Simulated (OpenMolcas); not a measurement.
**3d5 along the 23-electron sequence**

```yaml
Program: OpenMolcas 26.06
Method: MS-CASPT2, IPEA 0.25 Eh, imaginary shift 0.1 Eh
Basis: ANO-RCC-VTZP
Scalar_Hamiltonian: DKH2, point nucleus
Spin-orbit_coupling: RASSI with atomic mean-field integrals over the reference wave functions, term energies averaged over their components
```

Active space for each ion: 5 electrons in 5 orbitals (3d); closed shells correlated by CASPT2: 3s 3p.

Computed levels in cm-1 above 6S 5/2:

| Level | Mn2+ | Fe3+ | Co4+ | Cu6+ |
| --- | --- | --- | --- | --- |
| 4G 5/2 | 28700 | 33920 | 39660 | 48020 |
| 4G 7/2 | 28720 | 33950 | 39720 | 48150 |
| 4G 11/2 | 28730 | 33960 | 39730 | 48190 |
| 4G 9/2 | 28730 | 33960 | 39750 | 48230 |
| 4P 5/2 | 31390 | 37400 | 43720 | 52620 |
| 4P 3/2 | 31430 | 37480 | 43870 | 52940 |
| 4P 1/2 | 31480 | 37570 | 44040 | 53310 |
| 4D 7/2 | 34290 | 40570 | 47390 | 57470 |
| 4D 1/2 | 34340 | 40660 | 47560 | 57840 |
| weight of 6S in the lowest level (%) | 100 | 100 | 100 | 100 |

Measured, with the error of the calculation in %. Measured levels: Mn2+ from Corliss and Sugar, J. Phys. Chem. Ref. Data 6, 1253 (1977); Fe3+ from Corliss and Sugar, J. Phys. Chem. Ref. Data 11, 135 (1982); Co4+ from Sugar and Corliss, J. Phys. Chem. Ref. Data 10, 1097 (1981); Cu6+ from the list in Gamrath, thesis, University of Mons (2023).

```
  Level          Mn2+          Fe3+          Co4+          Cu6+
 4G 7/2  26860 (+6.9)                                          
4G 11/2  26824 (+7.1)  32246 (+5.3)  37218 (+6.8)              
 4P 5/2  29168 (+7.6)  35254 (+6.1)  40753 (+7.3)  50732 (+3.7)
 4P 3/2                35333 (+6.1)  40891 (+7.3)  51067 (+3.7)
 4P 1/2                35407 (+6.1)  41024 (+7.4)  51407 (+3.7)
 4D 7/2  32307 (+6.1)  38779 (+4.6)  44709 (+6.0)  55742 (+3.1)
 4D 1/2  32369 (+6.1)  38897 (+4.5)  44908 (+5.9)  56210 (+2.9)
```

4G 5/2 changes by a factor of 1.67 over the same range, with steps per unit of Z of +5220, +5740, +4180 cm-1.

Term energies are means over components that CASPT2 splits; among the terms shown or strongly mixed into the levels shown the widest spread is 300 cm-1 (3d5 4G, Mn2+). Blocks of more than 70 roots (2S+1 = 2 even) ran without multistate coupling. Terms from blocks run as CI alone lack orbitals of their own. Measured partners are found by configuration, term and J. A level has none where our copy of the source lacks it or the pairing is in doubt (some pairs that miss far off the trend of their configuration count as doubtful), and it then counts in no deviation. Levels of configurations outside the active space are missing.
